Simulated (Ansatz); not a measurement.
The input (input.yaml):

```yaml
crystal:
  periodic: [false, false, false]
  atoms:
    - { symbol: "N", position_ang: [-0.21058, 1.21376, 0.16779] }
    - { symbol: B, position_ang: [0.56361, 0.1553, -0.23105] }
    - { symbol: C, position_ang: [-0.11986, -1.27898, -0.03083] }
    - { symbol: O, position_ang: [-1.25177, -1.43567, 0.37764] }
    - { symbol: H, position_ang: [0.04059, 2.18746, 0.12421] }
    - { symbol: H, position_ang: [-2.10985, -1.08716, 0.7274] }
    - { symbol: H, position_ang: [1.63431, 0.29472, -0.67712] }
    - { symbol: H, position_ang: [0.47654, -2.18744, -0.27735] }
magnetization:
  spin_polarized: true
basis:
  gaussian: { orbitals: "6-31G" }
hamiltonian:
  xc: hf
relax:
  f_tol: 0.02
  max_steps: 50
```

Launched with:

```bash
$ ansatz run input.yaml --threads 1 --pin off --max-ram 2048MiB --backend cpu --events-out ev --progress --plain --runs-dir out
```

Hardware: 1 thread of Arm Neoverse V1 (shared host).

**Question.** Roughly how long does this run take, and how much memory?

**Answer.** 14 s, with a peak of 0.13 GiB, for 9 ionic steps.
